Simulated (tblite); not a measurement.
All values are computed: GFN2-xTB (tblite) harmonic vibrations without scaling, gas phase. Against measured fundamentals such values can be off by several per cent, at times by over 20. Modes of hydrogen on silicon can be 10 to 20 % off. One conformer each. Open shells enter through the occupations alone, without spin polarisation, and single modes of such species can be off by tens of per cent. Thermal functions are those of the rigid rotor and harmonic oscillator, without mixing of conformers.

**Question.** Order these by their ideal-gas entropy at 200 K and 1 bar, highest first (J/(mol K)).
A. `[CH2][Si@H]([SiH2]O)SC` [radical]
B. `[CH2]S/C=C\C=N\C` [radical]
C. `C([C@@H]1CCCS1)=[N]` [radical]
D. `[O+]=C1C[C@@H](F)O[C@@H]1F` [radical]
E. `C=CC/P=C(/C)F`
F. `c1cc(cc2c1cc(cc2)C#N)SC`

**Answer.** F (400.0), A (388.3), B (349.7), E (343.9), C (323.4), D (316.7).

```json
{"SMILES": "CSc1ccc2cc(C#N)ccc2c1", "atoms": "23", "mass (u)": "199.05", "symmetry number": "1", "modes under 300 cm⁻¹": "9", "ZPE (kJ/mol)": "444.3", "S translation (J/(mol K))": "166.6", "S rotation": "128.7", "S vibration": "104.7", "S spin": "0.0", "S": "400.0", "Cp": "149.2"}
{"SMILES": "[CH2][Si@H]([SiH2]O)SC", "atoms": "15", "mass (u)": "136.99", "symmetry number": "1", "modes under 300 cm⁻¹": "9", "ZPE (kJ/mol)": "261.6", "S translation (J/(mol K))": "161.9", "S rotation": "116.8", "S vibration": "103.9", "S spin": "5.8", "S": "388.3", "Cp": "135.5"}
{"SMILES": "[CH2]S/C=C\\C=N\\C", "atoms": "15", "mass (u)": "114.04", "symmetry number": "1", "modes under 300 cm⁻¹": "8", "ZPE (kJ/mol)": "296.6", "S translation (J/(mol K))": "159.6", "S rotation": "114.2", "S vibration": "70.2", "S spin": "5.8", "S": "349.7", "Cp": "110.9"}
{"SMILES": "C=CC/P=C(/C)F", "atoms": "15", "mass (u)": "118.03", "symmetry number": "1", "modes under 300 cm⁻¹": "6", "ZPE (kJ/mol)": "301.1", "S translation (J/(mol K))": "160.1", "S rotation": "113.6", "S vibration": "70.2", "S spin": "0.0", "S": "343.9", "Cp": "105.0"}
{"SMILES": "[N]=C[C@@H]1CCCS1", "atoms": "15", "mass (u)": "114.04", "symmetry number": "1", "modes under 300 cm⁻¹": "4", "ZPE (kJ/mol)": "312.0", "S translation (J/(mol K))": "159.6", "S rotation": "111.8", "S vibration": "46.2", "S spin": "5.8", "S": "323.4", "Cp": "86.1"}
{"SMILES": "[O+]=C1C[C@@H](F)O[C@@H]1F", "atoms": "12", "mass (u)": "122.02", "symmetry number": "1", "modes under 300 cm⁻¹": "3", "ZPE (kJ/mol)": "199.1", "S translation (J/(mol K))": "160.5", "S rotation": "112.3", "S vibration": "38.2", "S spin": "5.8", "S": "316.7", "Cp": "86.2"}
```

Entropies and Cp are for 200 K and 1 bar.
